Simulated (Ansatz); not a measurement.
The first iterations of a band of CH6AlFOSi (11 atoms, charge 0, multiplicity 1).

The calculation used RKS BLYP-D4/def2-SVP in Ansatz.

- movable images: 9
- climbing image: yes
- spring: 5.0 eV/Å²
- optimiser: quadratic models (default)
- start path: IDPP
- force threshold: 0.03 eV/Å
- iteration limit: 60
- end points: relaxed

Image 0:

```xyz
11
Properties=species:S:1:pos:R:3
F -1.353 0.685 1.028
C -0.495 -0.047 1.891
Al 0.924 -0.886 0.764
O 0.854 -0.457 -0.897
Si 0.004 0.457 -2.019
H -0.088 0.652 2.661
H -1.109 -0.788 2.456
H 2.062 -1.871 1.267
H -1.412 -0.025 -2.138
H 0.006 1.909 -1.638
H 0.673 0.313 -3.355
```

Image 10:

```xyz
11
Properties=species:S:1:pos:R:3
F -1.702 -0.512 0.462
C -0.811 -1.125 1.383
Al 1.035 -0.501 0.947
O 1.133 0.503 -0.443
Si 0.226 1.212 -1.664
H -1.135 -0.863 2.418
H -0.929 -2.232 1.305
H 2.358 -0.849 1.750
H -0.765 2.185 -1.095
H 1.155 1.954 -2.579
H -0.501 0.170 -2.464
```

| iteration | highest image above the first end (eV) | largest band force component (eV/Å) |
| --- | --- | --- |
| 1 | 0.207 | 1.166 |
| 2 | 0.053 | 0.346 |
| 3 | 0.029 | 0.120 |

Question: Does the band converge within its limit, and where does its top end?

Answer: The forces met the threshold. It ended after 9 iterations with the highest image 0.021 eV above the first end. A vibrational analysis at the climbing image gives no mode beyond 40i cm⁻¹: the surface is too flat there to confirm a saddle point.

The run took 120 s on 2 threads of Intel(R) Xeon(R) Platinum 8488C (Sapphire Rapids), on a shared host, peak memory 0.17 GiB.
